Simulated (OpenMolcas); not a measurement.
# Rh2+: effect of the level shift or regulariser

```json
{"Program": "OpenMolcas 26.06", "Basis": "ANO-RCC-VTZP [7s6p4d2f1g]", "Scalar Hamiltonian": "DKH2, point nucleus", "Active space": "7 electrons in 5 orbitals (4d)", "State averaging": "2S+1 = 4 even, 10 roots; 2S+1 = 2 even, 40 roots", "Spin-orbit coupling": "RASSI with atomic mean-field integrals over the reference wave functions, term energies averaged over their components"}
```

Methods on the same reference wave functions:
A. CASSCF
B. MS-CASPT2, IPEA 0.25 Eh, imaginary shift 0.1 Eh (closed shells correlated: 4s 4p)
C. MS-CASPT2, IPEA 0.25 Eh, real shift 0.2 Eh (closed shells correlated: 4s 4p)
D. MS-CASPT2, IPEA 0.25 Eh, sigma2 regulariser 0.3 Eh (closed shells correlated: 4s 4p)

Energies in cm⁻¹ above 4d⁷ ⁴F_9/2, the measured ground level; measured values from the list in Shadmi, J. Res. Natl. Bur. Stand. 70A, 435 (1966).

| Level | A | B | C | D | Measured |
| --- | --- | --- | --- | --- | --- |
| 4d⁷ ⁴F_9/2 | 0.0 | 0.0 | 0.0 | 0.0 | 0.0 |
| 4d⁷ ⁴F_7/2 | 2066 | 2090 | 2090 | 2090 | 2148 |
| 4d⁷ ⁴F_5/2 | 3432 | 3420 | 3420 | 3420 | 3486 |
| 4d⁷ ⁴F_3/2 | 4313 | 4270 | 4270 | 4270 | 4322 |
| 4d⁷ ⁴P_5/2 | 14980 | 11800 | 11820 | 11800 | 11062 |
| 4d⁷ ⁴P_3/2 | 15061 | 11740 | 11770 | 11740 | 10997 |
| 4d⁷ ²G_9/2 | 15551 | 13640 | 13640 | 13640 |  |
| 4d⁷ ⁴P_1/2 | 16416 | 13190 | 13210 | 13190 |  |
| 4d⁷ ²G_7/2 | 17617 | 15680 | 15680 | 15680 |  |
| 4d⁷ ²P_3/2 [56 %] | 20400 | 16760 | 16810 | 16760 |  |
| 4d⁷ ²H_11/2 | 20600 | 18410 | 18390 | 18410 |  |
| 4d⁷ ²P_1/2 | 22508 | 18640 | 18720 | 18640 |  |
| 4d⁷ ²D_5/2(1) | 22529 | 19140 | 19150 | 19140 |  |
| 4d⁷ ²H_9/2 | 22631 | 20470 | 20450 | 20470 |  |
| 4d⁷ ²D_3/2(1) [71 %] | 25986 | 22440 | 22470 | 22440 |  |
| 4d⁷ ²F_5/2 | 34263 | 28010 | 28030 | 28010 |  |
| 4d⁷ ²F_7/2 | 35245 | 29040 | 29070 | 29040 |  |
| 4d⁷ ²D_3/2(2) | 53444 | 44670 | 44700 | 44670 |  |
| 4d⁷ ²D_5/2(2) | 54438 | 45650 | 45670 | 45650 |  |

Deviations, from unrounded energies. A percentage is the sum of absolute deviations over the sum of measured energies, with the sign that they share, or ± where signs differ.

```csv
Against measurement,Levels,A,B,C,D
mean absolute deviation (cm-1),5,1600,330,340,330
fine structure of the ground term (%),3,-1.4,-1.7,-1.7,-1.7
other terms of the ground configuration (%),2,+36.2,+6.7,+6.9,+6.7
```

B, C, D lie about equally close to measurement and A furthest from it. The largest miss of B in the table is 4d⁷ ⁴P_3/2, by +740 cm-1. The ranking rests on the paired levels alone, and a cruder setting can come out closer through cancelling errors.

Among B to D the level of the table that moves most is 4d⁷ ²P_1/2, by 80 cm-1 (lowest in D, highest in C). Moves below CASPT2's spread within the term are not significant.

The mean deviations of B to D differ by less than CASPT2's widest spread within a term (810 cm-1), so their order carries little weight.

From A to B the spin-free energies of the other terms of 4d⁷ shown, above ⁴F, scale by factors of 0.77 to 0.88, as is usual when dynamic correlation screens the repulsion within a d or f shell.

The lowest spin-free term lies below A's lowest term by 0.470 hartree in B, 0.470 hartree in C, 0.470 hartree in D.

Term energies are means over components that CASPT2 splits; among the terms shown or strongly mixed into the levels shown the widest spread is 810 cm-1 (4d⁷ ⁴F, D). Levels of configurations with an s electron are missing; early in the row they begin among the upper levels of the d shell and mix with terms of their name. Without dynamic correlation excited terms often stand tens of per cent too high (terms of higher spin than the ground term too low), and those without a measured partner can miss by more than the paired ones (holds for A). Measured partners are found by configuration, term and J. A level has none where our copy of the source lacks it or the pairing is in doubt (some pairs that miss far off the trend of their configuration count as doubtful), and it then counts in no deviation. Levels of configurations outside the active space are missing.

A share in square brackets marks a mixed level and gives the weight of the term that names it, the lowest over the columns. A number in round brackets counts repeated terms of one configuration in the order of the reference energies.
